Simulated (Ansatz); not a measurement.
Ansatz (an electronic-structure program) input:

Ansatz 0.2 input:
```yaml
crystal:
  periodic: [false, false, false]
  atoms:
    - {symbol: C, position_ang: [2.37515934, -0.41601993, 0.29645049]}
    - {symbol: C, position_ang: [1.37149482, 0.45718972, 0.20096230]}
    - {symbol: N, position_ang: [0.01515962, 0.15895437, -0.00270456]}
    - {symbol: Si, position_ang: [-0.49241612, -1.50456426, -0.18287298]}
    - {symbol: Si, position_ang: [-1.17216660, 1.44103096, -0.03664824]}
    - {symbol: H, position_ang: [2.23901243, -1.48797411, 0.23089214]}
    - {symbol: H, position_ang: [3.38298352, -0.05924232, 0.44642167]}
    - {symbol: H, position_ang: [1.58754143, 1.51775380, 0.27982745]}
    - {symbol: H, position_ang: [-1.95979036, -1.44914671, -0.36597070]}
    - {symbol: H, position_ang: [-0.16546730, -2.30255044, 1.02030306]}
    - {symbol: H, position_ang: [0.14598452, -2.13384453, -1.36062456]}
    - {symbol: H, position_ang: [-0.43419276, 2.72238668, 0.01080052]}
    - {symbol: H, position_ang: [-1.98231046, 1.36531592, -1.27328667]}
    - {symbol: H, position_ang: [-2.09564519, 1.35706880, 1.11938951]}
basis:
  gaussian:
    orbitals: def2-TZVPD
hamiltonian:
  xc: {name: revPBE}
output: {forces: true}
```

Question: Predict the final energy.

Answer: -715.26711 Eh (revPBE/def2-TZVPD). The basis has 278 functions.
